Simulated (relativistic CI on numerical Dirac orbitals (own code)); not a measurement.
Tb²⁸⁺: q coefficients and field-shift factors

Calculated at this level of theory: Dirac-Coulomb-Breit CI, KLI orbitals optimised for each configuration, derivatives by finite differences, unscaled Slater integrals, QED left out (own radial code, finite nucleus).

CI space (outside the closed core [Ar] 3d10): 4s²4p⁶4d, 4s²4p⁵4d², 4s²4p⁶4f, 4s4p⁶4d², 4s²4p⁵4d4f, 4s4p⁶4d4f. Double excitations out of closed p, d and f shells are left out; levels of such configurations are missing from the list, as are those of other unlisted configurations, and high levels can miss mixing partners.

With x = (α/α₀)² − 1 an excitation energy changes as ω = ω₀ + qx; K = 2q/ω₀ is the relative enhancement. Terms are leading LS components, so labels can repeat. The field-shift factor is F = δν/δ⟨r²⟩ for the transition from the lowest level.

Lowest level 4s²4p⁶4d ²D3/2.

```tsv
Level	ω₀ (cm⁻¹)	q (cm⁻¹)	F (GHz/fm²)
4s²4p⁶4d ²D5/2	73292	73710	1.28
4s²4p⁵4d² ⁴D°1/2	961184	42610	4.95
4s²4p⁵4d² ⁴D°3/2	965099	36270	4.84
4s²4p⁵4d² ⁴F°5/2	986581	38820	4.82
4s²4p⁵4d² ⁴G°7/2	1001079	34780	4.22
4s²4p⁵4d² ⁴D°5/2	1025055	97980	5.69
4s²4p⁵4d² ⁴P°3/2	1041941	51390	4.61
4s²4p⁵4d² ⁴D°7/2	1042904	108400	5.61
4s²4p⁵4d² ⁴G°9/2	1044038	102700	5.22
4s²4p⁵4d² ²D°3/2	1059868	103700	5.9
4s²4p⁵4d² ⁴P°5/2	1062021	106700	5.93
4s²4p⁵4d² ⁴G°11/2	1066236	115500	5.41
4s²4p⁵4d² ²G°7/2	1079845	101600	6
```

At this charge energies of transitions that change n are usually good to better than 1 %, and those within a shell (Δn = 0) to a few per cent.

Question: Which transition from the lowest level has the largest |K|?

Answer: 4s²4p⁶4d ²D5/2 at 73292 cm⁻¹, K = 2.01.
